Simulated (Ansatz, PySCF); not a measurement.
Gas-phase reaction in SMILES: O=[Si](Cl)Cl -> O=[Si](Cl)Cl as doublet, charge +1 + e-
Geometries: B3LYP-D3(BJ)/def2-TZVP minima from Ansatz (a program for electronic structure).

Property: adiabatic ionisation energy (0 K, with B3LYP-D3(BJ) harmonic zero-point energies from PySCF), in eV. Valence correlation only, unless marked. Open shells are spin-unrestricted. Spin-orbit coupling is left out. No relativistic terms. Basis-set limits of correlation are two-point, X^-3; Hartree-Fock from the larger set. The bracket is a focal-point correction in the basis named.

| level | program | adiabatic ionisation energy (eV) |
|---|---|---|
| PBE0/def2-SVP | Ansatz | 10.50 |
| PBE0-D4/def2-TZVPD | Ansatz + dftd4 | 10.53 |
| r2SCANh-D4/def2-TZVPD | Ansatz + dftd4 | 10.49 |
| r2SCAN0-D4/def2-TZVPD | Ansatz + dftd4 | 10.42 |

Q: What does RI-MP2/CBS(cc-pV(T+d)Z,cc-pV(Q+d)Z)+[CCSD(T)-MP2]/cc-pV(T+d)Z (Ansatz) give?

A: 10.83 eV, so r2SCAN0-D4/def2-TZVPD differs from it by -0.41 eV.
